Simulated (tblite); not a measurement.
C4H9ClO2Si.
Cartesian coordinates in Å at the GFN2-xTB level; atoms count from 1:
```xyz
17
C4H9ClO2Si angstrom
O     -0.3037   -0.9305   -2.2894
Si    -0.4875   -0.5301   -0.7278
O     -0.5523   -1.9236    0.1149
C     -2.1686    0.3787   -0.6888
Cl    -2.6456    0.7222    0.9958
C      0.8774    0.6021   -0.0887
C      1.0226    0.8897    1.3822
C      2.0365    0.0416    0.6945
H      0.3232   -1.6048   -2.5398
H     -0.8305   -1.9217    1.0270
H     -2.9643   -0.2240   -1.1185
H     -2.1453    1.3348   -1.2025
H      1.1300    1.4338   -0.7357
H      0.3377    0.4180    2.0700
H      1.3009    1.8900    1.6776
H      2.0438   -1.0177    0.9029
H      3.0185    0.4538    0.5165
```

All values are computed: GFN2-xTB (tblite) harmonic vibrations without scaling, gas phase. The method is semi-empirical: single wavenumbers can be off by several per cent or more. One conformer, not necessarily the lowest.

Harmonic wavenumbers (cm⁻¹): 29.9, 41.2, 94.5, 135.1, 138.0, 179.7, 220.8, 228.7, 273.4, 295.4, 337.5, 351.9, 614.4, 673.7, 729.5, 770.0, 803.6, 806.9, 815.7, 850.4, 893.1, 935.5, 958.4, 1006.6, 1029.8, 1071.6, 1074.3, 1094.1, 1110.8, 1159.0, 1198.6, 1249.8, 1352.7, 1434.5, 1449.5, 1491.8, 3009.8, 3023.9, 3040.6, 3083.7, 3085.9, 3090.0, 3104.5, 3660.6, 3674.6.

A = 1648, B = 1159, C = 841.5 MHz; mass 152.006 u (most abundant isotopes); point group C1, symmetry number 1.

What is the zero-point energy?

½Σν̃ = 27837 cm⁻¹ = 333.00 kJ/mol.

Entropy at 400 K, 1 bar (ideal gas, RRHO, classical rotation)?

Translation 177.62, rotation 127.85, vibration 190.70: S = 496.2 J/(mol K).

And Cp and H(400 K) − H(0)?

Cp = 204.09 J/(mol K), of which vibrations give 170.83 (their classical limit is 45 R = 374.2); H(400 K) − H(0) = 50.43 kJ/mol without the zero-point energy, 37.13 from vibrations.

How do the functions run with temperature in this model?

```csv
T (K),S (J/(mol K)),Cp (J/(mol K)),H − H(0) (kJ/mol),G − H(0) (kJ/mol),ln q(vib)
100,309.2,89.1,6.10,-24.82,2.66
200,383.5,128.2,17.03,-59.66,5.91
300,442.8,167.5,31.80,-101.05,8.92
500,545.0,233.7,72.38,-200.13,14.51
800,668.6,290.8,151.94,-382.96,22.06
1000,736.2,314.9,212.62,-523.61,26.57
```

q(vib) and H(0) count from the zero-point level.

Blend soft modes into free rotors: weight 1/[1 + (100 cm⁻¹/ν̃)⁴] for the oscillator and the rest for a rotor with moment μB/(μ + B), μ = h/(8π²ν), B = 10⁻⁴⁴ kg m². What vibrational entropy results?

171.56 J/(mol K) in place of 190.70, which changes −T·S at 400 K by +7.66 kJ/mol.

What must be added to the electronic energy to get the Gibbs energy at 400 K and 1 bar?

ZPE + [H(400 K) − H(0)] − T·S = 333.00 + 50.43 − 198.47 = 184.96 kJ/mol.

Which modes carry the vibrational entropy at 400 K?

29.9 cm⁻¹: 26.86; 41.2 cm⁻¹: 24.20; 94.5 cm⁻¹: 17.33; 135.1 cm⁻¹: 14.40; 138.0 cm⁻¹: 14.22; 179.7 cm⁻¹: 12.09 J/(mol K); the other 39 give 81.62 together.

Hindered rotation and anharmonicity are outside this model. Other conformers, if any are populated, would add a mixing term that is left out. The structure is chiral; the term R ln 2 for an equal mix with its mirror image is left out.
